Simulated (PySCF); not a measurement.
Working out the excitation energy of Be

Be [He] 2s2 (1S) → Be [He] 2s1 2p1 (3P). Calculation: PySCF 2.14, in x2c-TZVPPall (5s3p1d, 19 functions); the spin-free X2C one-electron Hamiltonian (Gaussian nucleus). Frozen: nothing. Energies in hartree (1 hartree = 27.21139 eV):

```
            part  Be (lower)  Be (upper)
             UHF  -14.575079  -14.514895
CCSD correlation   -0.076246   -0.035585
             (T)   -0.000282   -0.000024
```

Q: What does Hartree-Fock give?

A: (-14.514895) − (-14.575079) = 0.060184 hartree = 1.638 eV.

Q: What do CCSD and CCSD(T) give?

A: The CCSD correlation energies differ by 0.040661 hartree = 1.106 eV and the triples by 0.000258 hartree = 0.007 eV, so CCSD gives 2.744 eV and CCSD(T) 2.751 eV.

Measured between the centres of the two terms (NIST): 2.725 eV, so CCSD(T) (valence and next inner shell) is off by 0.026 eV.

What remains against the reference includes basis incompleteness and higher excitations.
